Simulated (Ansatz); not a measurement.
Steps of a relaxation of CH$_{9}$BSi$_{3}$ (`[SiH3][SiH2]B1C[SiH2]1`) with RKS PBE-D4/def2-SVP.

```sh
$ ansatz run in.yaml --threads 4 --pin off --events-out ev --progress --plain --max-ram 10444MiB
```

```yaml
crystal:
  periodic: [false, false, false]
  atoms:
    - {symbol: Si, position_ang: [-2.042400, 1.175500, 0.981800]}
    - {symbol: Si, position_ang: [-0.514300, 1.264800, -0.606100]}
    - {symbol: B, position_ang: [0.553300, -0.318300, -0.450600]}
    - {symbol: C, position_ang: [0.830800, -1.875600, -0.433100]}
    - {symbol: Si, position_ang: [2.386000, -1.241400, -0.142700]}
    - {symbol: H, position_ang: [-1.455200, 1.204800, 2.294100]}
    - {symbol: H, position_ang: [-2.907100, 2.421700, 0.858400]}
    - {symbol: H, position_ang: [-2.878000, 0.033700, 0.787000]}
    - {symbol: H, position_ang: [-1.135100, 1.309100, -1.891900]}
    - {symbol: H, position_ang: [0.328700, 2.464800, -0.405300]}
    - {symbol: H, position_ang: [0.603200, -2.345300, -1.407800]}
    - {symbol: H, position_ang: [0.293700, -2.365000, 0.459700]}
    - {symbol: H, position_ang: [2.720500, -0.891400, 1.242400]}
    - {symbol: H, position_ang: [3.203000, -0.866500, -1.257100]}
basis:
  gaussian: {orbitals: def2-SVP}
hamiltonian: {xc: pbe, dispersion: d4}
relax: {f_tol: 0.03, max_steps: 200}
```

Positions (Å) and forces (eV/Å) along the path, 10 of 25 steps:

```xyz
14
step=1 energy=-25465.5898 eV
Si   -2.042    1.175    0.982   -1.203    1.541    0.198
Si   -0.514    1.265   -0.606    1.658    0.071    0.011
B     0.553   -0.318   -0.451    1.510   -1.557    0.143
C     0.831   -1.876   -0.433   -5.325   -1.471    0.014
Si    2.386   -1.241   -0.143    2.693    2.401    1.299
H    -1.455    1.205    2.294    0.530   -0.112    1.210
H    -2.907    2.422    0.858    0.038   -0.160    0.083
H    -2.878    0.034    0.787   -0.892   -1.268   -0.080
H    -1.135    1.309   -1.892   -0.803    0.120   -1.434
H     0.329    2.465   -0.405    0.129    0.568   -0.041
H     0.603   -2.345   -1.408   -0.168   -0.405    0.136
H     0.294   -2.365    0.460    0.456    0.184   -1.132
H     2.720   -0.891    1.242    0.430   -0.089    0.448
H     3.203   -0.867   -1.257    0.947    0.177   -0.853
14
step=3 energy=-25466.7844 eV
Si   -2.157    1.251    1.040    0.134   -0.149   -0.056
Si   -0.508    1.298   -0.673   -0.181    0.155   -0.072
B     0.629   -0.297   -0.480    0.123   -0.019    0.008
C     0.771   -1.856   -0.468   -0.227   -0.172   -0.351
Si    2.423   -1.028   -0.107    1.108    0.103    0.260
H    -1.517    1.197    2.411   -0.065    0.035   -0.127
H    -3.008    2.488    0.927   -0.043   -0.028    0.063
H    -3.005    0.010    0.863    0.029    0.143    0.027
H    -1.255    1.334   -1.997    0.013   -0.016    0.141
H     0.273    2.587   -0.543   -0.079   -0.061   -0.037
H     0.594   -2.428   -1.406   -0.013    0.102    0.042
H     0.260   -2.388    0.354   -0.099   -0.038    0.202
H     2.989   -1.130    1.317   -0.234   -0.042   -0.553
H     3.497   -1.068   -1.211   -0.464   -0.012    0.455
14
step=5 energy=-25466.8613 eV
Si   -2.099    1.216    1.036   -0.080    0.044    0.007
Si   -0.515    1.327   -0.716    0.094   -0.118   -0.021
B     0.728   -0.200   -0.423   -0.001    0.055   -0.048
C     0.765   -1.767   -0.482   -0.116    0.031   -0.102
Si    2.479   -1.054   -0.045   -0.148   -0.011    0.101
H    -1.463    1.159    2.399    0.050    0.007   -0.022
H    -2.973    2.442    0.972   -0.016   -0.011    0.026
H    -2.966   -0.003    0.872    0.012   -0.019   -0.017
H    -1.307    1.167   -1.997   -0.014    0.022    0.044
H     0.098    2.707   -0.702    0.009   -0.081   -0.014
H     0.531   -2.269   -1.445   -0.009    0.044    0.058
H     0.211   -2.284    0.333    0.115    0.048    0.000
H     2.972   -1.342    1.335    0.017   -0.031    0.064
H     3.526   -1.127   -1.106    0.085    0.020   -0.076
14
step=7 energy=-25466.9110 eV
Si   -2.026    1.198    1.025    0.061   -0.006    0.037
Si   -0.519    1.342   -0.802   -0.029    0.060   -0.122
B     0.706   -0.149   -0.403    0.048   -0.308    0.250
C     0.708   -1.699   -0.538   -0.154   -0.053    0.073
Si    2.420   -1.050    0.030    0.174    0.162    0.036
H    -1.287    1.161    2.339   -0.037    0.005   -0.030
H    -2.982    2.365    1.040    0.037   -0.033   -0.013
H    -2.812   -0.081    0.880    0.015    0.034    0.017
H    -1.395    1.143   -2.021    0.042   -0.006    0.005
H     0.097    2.712   -0.869   -0.017    0.039    0.023
H     0.364   -2.188   -1.471   -0.053   -0.093    0.080
H     0.347   -2.251    0.370    0.113    0.159   -0.288
H     2.795   -1.573    1.399   -0.057    0.058   -0.265
H     3.571   -0.959   -0.950   -0.142   -0.019    0.198
14
step=8 energy=-25466.9316 eV
Si   -1.953    1.186    1.015   -0.057   -0.022   -0.040
Si   -0.522    1.357   -0.878   -0.006   -0.074    0.119
B     0.637   -0.147   -0.331    0.074   -0.308   -0.187
C     0.659   -1.681   -0.561   -0.375    0.025    0.382
Si    2.358   -1.004    0.077    0.377   -0.033    0.306
H    -1.160    1.175    2.299   -0.039    0.016   -0.061
H    -2.958    2.313    1.068    0.053   -0.045    0.008
H    -2.695   -0.125    0.900    0.020    0.071    0.042
H    -1.392    1.125   -2.095    0.058    0.008    0.061
H     0.064    2.742   -0.924    0.036   -0.011   -0.021
H     0.258   -2.170   -1.474    0.056   -0.008    0.143
H     0.418   -2.277    0.370    0.169    0.200   -0.512
H     2.704   -1.714    1.388   -0.090    0.224   -0.452
H     3.570   -0.809   -0.825   -0.276   -0.042    0.212
14
step=11 energy=-25467.0067 eV
Si   -2.019    1.245    1.010    0.007    0.093   -0.018
Si   -0.515    1.314   -0.823   -0.007    0.006   -0.002
B     0.590   -0.218   -0.240    0.052    0.000    0.026
C     0.612   -1.696   -0.531   -0.168   -0.415   -0.007
Si    2.362   -0.915    0.103   -0.030    0.008    0.073
H    -1.239    1.308    2.296    0.000   -0.026    0.025
H    -3.019    2.369    1.023   -0.006    0.039   -0.041
H    -2.773   -0.057    0.964    0.017   -0.023    0.002
H    -1.310    1.084   -2.085   -0.014   -0.020    0.010
H     0.166    2.655   -0.923   -0.017   -0.035    0.053
H     0.174   -2.136   -1.452    0.050    0.074    0.059
H     0.696   -2.492    0.250    0.033    0.244   -0.134
H     2.731   -1.824    1.236    0.025    0.000   -0.011
H     3.533   -0.668   -0.800    0.059    0.055   -0.035
14
step=16 energy=-25467.0515 eV
Si   -2.145    1.419    1.052   -0.028    0.013   -0.014
Si   -0.547    1.151   -0.673   -0.025    0.003    0.020
B     0.533   -0.424   -0.132    0.074   -0.090    0.017
C     0.689   -1.840   -0.610   -0.066   -0.072   -0.068
Si    2.383   -0.909    0.111    0.060    0.026    0.008
H    -1.469    1.588    2.388    0.004    0.002   -0.024
H    -3.015    2.626    0.801    0.030   -0.037    0.005
H    -3.027    0.198    1.122    0.017    0.025   -0.004
H    -1.307    0.954   -1.965   -0.006    0.005    0.015
H     0.244    2.430   -0.775    0.002    0.000   -0.003
H     0.280   -2.190   -1.581    0.036    0.024    0.074
H     0.963   -2.708    0.029   -0.020    0.086   -0.034
H     2.926   -1.967    1.030   -0.022    0.041   -0.042
H     3.479   -0.355   -0.768   -0.056   -0.024    0.050
14
step=17 energy=-25467.0528 eV
Si   -2.160    1.444    1.052    0.041   -0.019    0.022
Si   -0.552    1.124   -0.651   -0.058    0.013   -0.014
B     0.527   -0.455   -0.118    0.045   -0.071    0.030
C     0.702   -1.857   -0.627   -0.050   -0.085   -0.066
Si    2.385   -0.909    0.121    0.031    0.030   -0.006
H    -1.478    1.628    2.382   -0.012    0.010    0.006
H    -3.014    2.655    0.778    0.016   -0.013   -0.010
H    -3.055    0.235    1.146   -0.002    0.007   -0.005
H    -1.323    0.928   -1.936    0.017    0.001   -0.009
H     0.252    2.394   -0.764    0.006    0.008   -0.007
H     0.302   -2.188   -1.608    0.029    0.028    0.066
H     0.988   -2.737   -0.010   -0.005    0.097   -0.027
H     2.948   -1.986    1.002   -0.014    0.021   -0.020
H     3.467   -0.307   -0.741   -0.042   -0.028    0.038
14
step=19 energy=-25467.0551 eV
Si   -2.150    1.454    1.064   -0.001    0.002   -0.007
Si   -0.566    1.101   -0.651    0.006   -0.004    0.004
B     0.509   -0.482   -0.114    0.015   -0.033   -0.020
C     0.706   -1.868   -0.651    0.000    0.009    0.004
Si    2.369   -0.900    0.144   -0.013    0.006   -0.006
H    -1.467    1.662    2.390    0.008    0.000    0.000
H    -2.991    2.666    0.764   -0.007    0.008    0.003
H    -3.060    0.259    1.181   -0.003   -0.007    0.004
H    -1.337    0.904   -1.936   -0.004    0.001    0.002
H     0.250    2.364   -0.777    0.003    0.000   -0.003
H     0.327   -2.185   -1.642   -0.003    0.011   -0.001
H     1.008   -2.751   -0.051    0.009    0.016    0.008
H     2.940   -1.995    0.995   -0.002   -0.001    0.001
H     3.449   -0.260   -0.688   -0.009   -0.007    0.012
14
step=25 energy=-25467.0569 eV
Si   -2.119    1.473    1.084    0.005   -0.006    0.007
Si   -0.607    1.066   -0.685   -0.009   -0.003    0.004
B     0.464   -0.522   -0.155   -0.001    0.013   -0.003
C     0.732   -1.882   -0.721    0.004   -0.019    0.000
Si    2.316   -0.889    0.209    0.005    0.000   -0.016
H    -1.369    1.715    2.368   -0.008   -0.002   -0.012
H    -2.971    2.680    0.791    0.002   -0.004    0.002
H    -3.026    0.285    1.281    0.011    0.013   -0.002
H    -1.417    0.876   -1.946    0.004    0.001    0.004
H     0.234    2.310   -0.844   -0.002   -0.002    0.000
H     0.416   -2.179   -1.741    0.017    0.007    0.026
H     1.039   -2.770   -0.129   -0.009    0.008   -0.019
H     2.867   -2.002    1.050   -0.002    0.005   -0.001
H     3.428   -0.190   -0.532   -0.016   -0.010    0.010
```

It took 41 s on 4 threads of an Arm Neoverse V1 on a shared host, with 0.18 GiB of host memory at the peak.
